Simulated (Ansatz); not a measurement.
Al(F)(GeH3)(OH) (AlFGeH4O), SMILES [GeH3][Al]([F])[OH]. Atoms are numbered in the order given.

```xyz
8

Al     0.1681     0.5857    -0.7947
F      1.7187     0.5635    -1.4107
Ge    -0.4562    -0.8559     1.0768
H     -0.2287    -2.3407     0.7321
H      0.3936    -0.5424     2.3238
H     -1.9377    -0.6745     1.4519
O     -0.9667     1.6304    -1.4937
H     -0.8171     2.2305    -2.2267
```

Geometry: PBE0-D3(BJ)/def2-SVP. The structure was generated by enumeration; whether it is a known compound was not checked. Other conformers were not sampled.

Two levels are set side by side: PBE-D3(BJ)/def2-SVP (Ansatz, a quantum-chemistry and plane-wave program) and PBE0-D3(BJ)/def2-SVP (Ansatz). Each level has its own optimised geometry; the coordinates shown are those of the second. Differences are taken from unrounded values.

```tsv
quantity	PBE0-D3(BJ)	PBE-D3(BJ)	PBE-D3(BJ) minus PBE0-D3(BJ)
mean bond length (Å)	1.627	1.639	0.013
bond Al1–F2 (Å)	1.669	1.683	0.015
bond Al1–Ge3 (Å)	2.443	2.451	0.008
bond Al1–O7 (Å)	1.693	1.712	0.018
bond Ge3–H4 (Å)	1.541	1.553	0.012
bond Ge3–H5 (Å)	1.541	1.553	0.012
bond Ge3–H6 (Å)	1.539	1.551	0.012
bond O7–H8 (Å)	0.959	0.971	0.012
```

GGA bonds tend to be longer and softer than those of functionals with exact exchange. Differences between two approximate levels are no errors against the true value.
